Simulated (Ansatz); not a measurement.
System: Si2H (charge -1, singlet). It need not be the lowest isomer of its formula. Whether it binds its extra electron was not tested at this geometry. 
Geometry from a B3LYP-D3(BJ)/def2-TZVP (Ansatz, a program for electronic structure) optimisation:
```xyz
3

Si     0.0000     0.0000    -1.1290
Si     0.0000     0.0000     0.9534
H      0.0000     0.0000     2.4583
```
Charge -1, spin multiplicity 1.

Problem. Give the harmonic wavenumbers at B3LYP-D3(BJ)/def2-TZVP (Ansatz, finite differences of forces, unscaled).

Solution. 96, 96, 620, 2064 cm⁻¹. Zero-point energy 4.1 kcal/mol.

Problem. From these and the geometry, give the ideal-gas thermochemistry at 298.15 K and 1 atm (rigid rotor, harmonic oscillator).

Solution. Point group C∞v, rotational symmetry number 1. Rotational constants 7.508, 7.508 GHz. S(trans) 38.05, S(rot) 15.34, S(vib) 7.47, S(elec, spin only) 0.00, S 60.9 cal/(mol K). H(298) - H(0) 3.10 kcal/mol; G - E(el) -10.9 kcal/mol.
